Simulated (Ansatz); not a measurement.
Consider the substitution at a C–C bond: `N=CCC=N` + HBr → `N=CBr` + `CC=N`.

Computed with Ansatz on PBE0-D4/def2-TZVP structures; ΔE is electronic, products minus reactants. CCSD(T)/CBS adds triple-zeta CCSD(T) − MP2 to the extrapolated MP2 energy (def2 sets, frozen cores). Functionals use def2-TZVPP. For Br outer-core shells are correlated without core-valence functions, which leaves a few kJ/mol of doubt a bond. Scalar relativity is left out up to krypton. One conformer a species, not always the lowest.

(1) Is it downhill or uphill in electronic energy at CCSD(T)/CBS, and by how much? (An estimate is asked.)

(2) What do these levels give: PBE0, HF/def2-TZVPP, SCS-MP2/def2-TZVPP, CCSD(T)/def2-TZVPP, SCS-MP2/def2-QZVPP, MP2/CBS(def2)? (Estimate.)

Largest T1 diagnostic among the species: 0.013.

## Answers

(1) Computed: Uphill: ΔE = +21.6 kJ/mol.

(2) Computed: PBE0 13.6, HF/def2-TZVPP 26.6, SCS-MP2/def2-TZVPP 19.8, CCSD(T)/def2-TZVPP 21.7, SCS-MP2/def2-QZVPP 19.9, MP2/CBS(def2) 19.4 kJ/mol.

From PBE to PBE0 (25 % exact exchange), in def2-TZVPP and without D4, ΔE moves by +7.9 kJ/mol. In def2-TZVPP, CCSD(T) changes the Hartree–Fock value by −4.9 kJ/mol (the triples alone add −2.0 kJ/mol) and MP2 by −7.2 kJ/mol.
